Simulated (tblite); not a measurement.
Parent: `[F:1][C@H:2]1[CH2:3][SiH2:4][CH:5]=[CH:6][SiH2:7]1` with F1–C2–C3–Si4 -175°, C2–C3–Si4–C5 -46°, C3–Si4–C5–C6 14°, C5–C6–Si7–C2 14°, C4H9FSi2.

Structures optimised with GFN2-xTB, isolated species. One conformer each, not checked by frequencies here.

```tsv
coordinate of the parent	value
F1–C2	1.400 Å
C2–C3	1.518 Å
C3–Si4	1.899 Å
Si4–C5	1.885 Å
C5=C6	1.334 Å
C6–Si7	1.883 Å
C2–Si7	1.919 Å
F1–C2–C3	109.2°
F1–C2–Si7	108.2°
C3–C2–Si7	113.3°
C2–C3–Si4	111.4°
C3–Si4–C5	108.5°
Si4–C5–C6	125.1°
C5–C6–Si7	125.4°
C2–Si7–C6	106.9°
```

How does the shared frame change in `[F:1][C@@H:2]1[SiH2:3][CH:4]=[CH:5][SiH2:6][C@@H:7]1[CH2:8][SiH3:9]` with Si6–C7–C8–Si9 168°, F1–C2–Si3–C4 -75°, C2–Si3–C4–C5 -11°, C4–C5–Si6–C7 -16°, C5–Si6–C7–C8 173°, C5H13FSi3? Atoms pair as F1 = F1, C2 = C2, C3 = C7, Si4 = Si6, C5 = C5, C6 = C4, Si7 = Si3 (parent first).

```
   parent   relative  value in the relative  change
    F1–C2      F1–C2                1.400 Å   0.000
    C2–C3      C2–C7                1.521 Å  +0.003
   C3–Si4     C7–Si6                1.912 Å  +0.013
   Si4–C5     Si6–C5                1.884 Å  -0.001
    C5=C6      C5=C4                1.333 Å  -0.001
   C6–Si7     C4–Si3                1.880 Å  -0.003
   C2–Si7     C2–Si3                1.918 Å  -0.001
 F1–C2–C3   F1–C2–C7                 108.8°    -0.4
F1–C2–Si7  F1–C2–Si3                 108.0°    -0.2
C3–C2–Si7  C7–C2–Si3                 113.5°    +0.2
C2–C3–Si4  C2–C7–Si6                 109.7°    -1.7
C3–Si4–C5  C7–Si6–C5                 108.5°     0.0
Si4–C5–C6  Si6–C5–C4                 125.1°     0.0
C5–C6–Si7  C5–C4–Si3                 124.8°    -0.6
C2–Si7–C6  C2–Si3–C4                 107.9°    +1.0
```

Of the parent's bonds, C3–Si4 changes most (+0.013 Å). Bonds of the relative outside the shared frame: C7–C8 1.533, C8–Si9 1.903 Å. Point group C1 → C1.

These are computed values.
